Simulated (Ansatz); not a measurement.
Reactions of C₃H₅N (`CC1=NC1`).

Calculated with Ansatz (gas phase, PBE0-D4/def2-TZVP geometries, no zero-point term in ΔE). CCSD(T)/CBS adds triple-zeta CCSD(T) − MP2 to the extrapolated MP2 energy (def2 sets, frozen cores). This one scheme is used for every species. Functionals use def2-TZVPP. Elements past krypton have def2 core potentials. For Te outer-core shells are correlated without core-valence functions, which leaves a few kJ/mol of doubt a bond. Each species was taken in one conformer, which may not be the lowest.

| reaction | PBE-D4 (kJ/mol) | CCSD(T)/CBS(def2) (kJ/mol) |
| --- | --- | --- |
| `CC1=NC1` + `CC[SiH2]S` → `CC[SiH2]SC` + `C1=NC1` | 48 | 46 |
| `CC1=NC1` + `C=C(N)O` → `C=C(N)OC` + `C1=NC1` | 81 | 75 |
| `CC1=NC1` → `C#CNC` | 49 | 37 |
| `CC1=NC1` + H₂Te → `[TeH]C1=NC1` + CH₄ | -8 | -6 |
| `CC1=NC1` → `CC=C=N` | -57 | -50 |

Largest T1 diagnostic: 0.013, for `CC=C=N`.
